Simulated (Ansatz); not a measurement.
Isolated molecules relaxed with PBE0-D4/def2-TZVP in Ansatz; ΔE leaves out vibrations. CCSD(T)/CBS is the MP2 limit (def2-TZVPP, def2-QZVPP) plus CCSD(T) − MP2 in def2-TZVPP, frozen cores. Functionals use def2-TZVPP. def2 core potentials past Kr. For Ge, Se, Sn outer-core shells are correlated without core-valence functions, which leaves a few kJ/mol of doubt a bond. Scalar relativity is left out up to krypton. One conformer a species, not always the lowest.

`[F][Ge]([F])([F])[SeH]` + `F[CH2][SnH3]` → `[F][GeH]([F])[SeH]` + `F[CH2][SnH2][F]`  (redistribution)

`[F][Ge]([F])([F])[SeH]`:

Cartesian coordinates in Å:
```
F -1.031 -1.359 -0.716
Ge -0.291 -0.227 0.330
F 0.912 -1.126 1.147
F -1.461 0.210 1.495
Se 0.488 1.666 -0.718
H 1.384 0.836 -1.539
```

`F[CH2][SnH3]`:

Cartesian coordinates in Å:
```
F 0.708 -1.927 -0.018
C -0.338 -1.053 -0.269
Sn 0.251 0.975 0.227
H -1.197 -1.362 0.332
H -0.605 -1.129 -1.326
H 1.590 1.423 -0.728
H -1.065 2.016 -0.098
H 0.656 1.057 1.881
```

`[F][GeH]([F])[SeH]`:

Cartesian coordinates in Å:
```
F 0.559 -1.823 0.814
Ge -0.218 -0.396 0.243
F -1.261 -0.943 -1.017
Se 1.484 0.932 -0.603
H -1.110 0.179 1.343
H 0.545 2.050 -0.780
```

`F[CH2][SnH2][F]`:

```xyz
8

F    -1.222    1.680    0.344
C     0.045    1.124    0.264
Sn   -0.125   -0.974   -0.230
F     1.721   -1.535   -0.305
H     0.614    1.650   -0.506
H     0.546    1.248    1.226
H    -0.831   -1.922    0.996
H    -0.747   -1.271   -1.787
```

```
             level  ΔE (kJ/mol)
       LDA (SPW92)         10.3
SCS-MP2/def2-TZVPP         10.9
```

(1) What does CCSD(T)/CBS give? (Estimate.)

Largest T1 diagnostic among the species: 0.013.

## Answers

(1) The calculation gave: +0.4 kJ/mol. The listed levels differ from it by 9.9, 10.5 kJ/mol.

From PBE to PBE0 (25 % exact exchange), in def2-TZVPP and without D4, ΔE moves by +4.5 kJ/mol. In def2-TZVPP, CCSD(T) changes the Hartree–Fock value by +7.4 kJ/mol (the triples alone add +0.5 kJ/mol) and MP2 by +6.9 kJ/mol.
